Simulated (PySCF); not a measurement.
Species: C2H6Se.
SMILES: `C[Se]C`

Computed, not measured: PySCF 2.14.0, PBE0-D3(BJ)/def2-SVP geometry optimisation, gas phase.

Masses are those of the commonest isotopes; rigid-rotor values at the optimised geometry. 

Q: What are A, B and C (MHz)?

A: Ia = 44.21, Ib = 73.55, Ic = 111.22 u·Å²; 505379 MHz·u·Å²/I gives A = 11432, B = 6871, C = 4544 MHz.

Q: Classify the top.

A: An asymmetric top; Ray's κ = -0.324.

Q: Is it planar, by Δ = Ic − Ia − Ib?

A: Not planar: Δ = Ic − Ia − Ib = -6.54 u·Å². For a rigid frame Δ = −2 Σ m c², so Σ m c² = 3.27 u·Å² lies off the ab plane, practically all of it from hydrogen. The atom farthest from that plane is 0.90 Å away.

Q: Give the coordinates in the principal-axis frame, origin at the centre of mass.

A: The sense of each axis is arbitrary; atoms in the order of the calculation.
| atom | mass (u) | a (Å) | b (Å) | c (Å) |
| --- | --- | --- | --- | --- |
| C1 | 12.000 | 1.453 | 0.922 | 0.000 |
| Se2 | 79.917 | 0.000 | -0.364 | 0.000 |
| C3 | 12.000 | -1.453 | 0.922 | 0.000 |
| H4 | 1.008 | 1.421 | 1.548 | 0.903 |
| H5 | 1.008 | 2.391 | 0.351 | -0.005 |
| H6 | 1.008 | 1.415 | 1.554 | -0.898 |
| H7 | 1.008 | -1.416 | 1.552 | 0.900 |
| H8 | 1.008 | -2.391 | 0.351 | 0.002 |
| H9 | 1.008 | -1.419 | 1.550 | -0.902 |

Q: Where do the levels up to J = 5 lie, in K?

A: Above 0(0,0), as E/k:
J = 1: 1(0,1) 0.548, 1(1,1) 0.767, 1(1,0) 0.878
J = 2: 2(0,2) 1.610, 2(1,2) 1.751, 2(1,1) 2.086, 2(2,1) 2.742, 2(2,0) 2.776
J = 3: 3(0,3) 3.137, 3(1,3) 3.208, 3(1,2) 3.872, 3(2,2) 4.386, 3(2,1) 4.536, 3(3,1) 5.778, 3(3,0) 5.785
J = 4: 4(0,4) 5.095, 4(1,4) 5.125, 4(1,3) 6.199, 4(2,3) 6.551, 4(2,2) 6.933, 4(3,2) 8.021, 4(3,1) 8.063, 4(4,1) 9.901, 4(4,0) 9.902
J = 5: 5(0,5) 7.479, 5(1,5) 7.490, 5(1,4) 9.013, 5(2,4) 9.217, 5(2,3) 9.947, 5(3,3) 10.823, 5(3,2) 10.975, 5(4,2) 12.713, 5(4,1) 12.722, 5(5,1) 15.118, 5(5,0) 15.119
Those of J = 1 are B + C, A + C and A + B.

Q: Which types of transition are allowed, and where do some lines up to J = 2 fall?

A: The dipole components are |μa| = 0.00 D, |μb| = 1.45 D, |μc| = 0.00 D; the symmetry axis of this C2v structure is b, so μa and μc vanish by symmetry and there are no a-type or c-type lines. Some lines, for components of 0.1 D or more:

| type | branch | J(Ka,Kc) | MHz | lower level (cm⁻¹) |
| --- | --- | --- | --- | --- |
| b | Q | 1(1,0) ← 1(0,1) | 6888 | 0.381 |
| b | Q | 2(1,1) ← 2(0,2) | 9904 | 1.119 |
| b | Q | 2(2,0) ← 2(1,1) | 14373 | 1.450 |
| b | R | 1(1,1) ← 0(0,0) | 15976 | 0.000 |
| b | R | 2(0,2) ← 1(1,1) | 17580 | 0.533 |
| b | Q | 2(2,1) ← 2(1,2) | 20665 | 1.217 |
| b | R | 2(1,2) ← 1(0,1) | 25064 | 0.381 |
| b | R | 2(2,1) ← 1(1,0) | 38841 | 0.611 |
| b | R | 2(2,0) ← 1(1,1) | 41857 | 0.533 |

Q: Estimate the classical rotational partition function at 25 K, 200 K and 500 K.

A: Point group C2v, symmetry number σ = 2; q = (√π/σ)·√((kT/h)³/(ABC)), k/h = 20836.6 MHz/K: 558 at 25 K, 12600 at 200 K, 49900 at 500 K.

No frequency check. No vibrational averaging or centrifugal distortion is included, and the geometry carries the error of its method. A rigid rotor knows nothing of internal rotation, which can split or shift real lines.
